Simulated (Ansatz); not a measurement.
Program: Ansatz. Geometries: PBE0-D4/def2-TZVP. ΔE: electronic, gas phase. CCSD(T)/CBS is the MP2 limit (def2-TZVPP, def2-QZVPP) plus CCSD(T) − MP2 in def2-TZVPP, frozen cores. DFT in def2-TZVPP. B3LYP here is the variant with VWN-RPA as its local correlation; programs differ in this. Each species was taken in one conformer, which may not be the lowest.

`COB(N)O` + `CO[SiH2][SiH2]Cl` → `COB(O)OC` + `N[SiH2][SiH2]Cl`  (redistribution)

(1) Is it downhill or uphill in electronic energy at CCSD(T)/CBS, and by how much? (An estimate is asked.)

(2) What do these levels give: revPBE-D4, B3LYP-D4, CAM-B3LYP-D4, B2PLYP, PBE-QIDH, CCSD(T)/def2-SVP? (Estimate.)

Largest T1 diagnostic among the species: 0.012.

Answers

(1) The calculation gave: Uphill: ΔE = +0.07 eV.

(2) Computed: revPBE-D4 0.06, B3LYP-D4 0.08, CAM-B3LYP-D4 0.08, B2PLYP 0.09, PBE-QIDH 0.07, CCSD(T)/def2-SVP -0.05 eV.

At CCSD(T), def2-SVP lies −0.12 eV from the extrapolated value and def2-TZVPP −0.01 eV. Leaving LDA and LC-ωPBE aside and taking each functional with its dispersion term where it has one, the values, not all of them listed here, spread over 0.03 eV, from B97M-V to B2PLYP. LDA lies −0.03 eV from PBE without D4.
